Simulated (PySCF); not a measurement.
Method: B3LYP-D3(BJ)/def2-TZVP in PySCF. Gas-phase values, no solvent. B3LYP has the VWN-RPA correlation part, as in Gaussian. Excitations are Tamm–Dancoff values on a coarser integration grid. The basis has no diffuse functions, so Rydberg states are missing or too high.

Reference species (SMILES): `[Cl][Al]([Cl])[Br]` (neutral, multiplicity 1).

T1 excitation (TDA): 5.66 eV
S1–T1 gap (TDA): 0.29 eV
S1 oscillator strength: 0.008
dipole moment: 0.16 D

Changed species: `[Al]([Br])([Br])[Cl]` (2 of 3 Cl replaced by Br; the reference has 1 of 3 Cl replaced by Br).

### Question
Give the shifts of the T1 excitation (TDA), S1–T1 gap (TDA), S1 oscillator strength and dipole moment.

### Answer
the T1 excitation (TDA) decreases by 0.24 eV, to 5.42 eV; the S1–T1 gap (TDA) is nearly the same; the S1 oscillator strength stays essentially unchanged; the dipole moment stays essentially unchanged.
